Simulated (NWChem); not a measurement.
**Basis-set dependence for H3Ga**

```xyz
4

Ga     0.0000     0.0000     0.0000
H      0.0000     0.0000     1.5807
H      1.3689     0.0000    -0.7903
H     -1.3689     0.0000    -0.7903
```
Charge 0, spin multiplicity 1.

Program: NWChem. The geometry was optimised at PBE/def2-SVP, a minimum by its harmonic frequencies.

Hartree-Fock energies in Ha, correlation energies in mHa.

The Hamiltonian is non-relativistic. The correlated methods keep 9 core orbitals frozen. The Pople sets run with spherical d functions. The structure started from a generated list of species. Coupled-cluster values serve here as a point of comparison, not as the truth.

```
basis      functions          RHF     MP2  SCS-MP2     CCSD  CCSD+T(CCSD)  CCSD(T)  CR-CCSD[T]  CR-CCSD(T)
---------  ---------  -----------  ------  -------  -------  ------------  -------  ----------  ----------
6-31G*            38  -1924.67234  -239.3   -224.4   -239.1        -244.8   -243.7      -243.8      -243.0
def2-SVP          47  -1924.71386  -225.5   -218.1   -234.1        -242.0   -240.6      -240.6      -239.5
def2-TZVP         66  -1924.96320  -232.9   -226.8   -246.8        -256.3   -254.8      -254.7      -253.4
def2-QZVP        165  -1925.00472  -299.9   -290.5  not run       not run  not run     not run     not run
```

From def2-TZVP to def2-QZVP the Hartree-Fock energy moves by -41.5 mHa and the MP2 correlation energy by -67.0 mHa, which is 22 % of its value in the larger set.
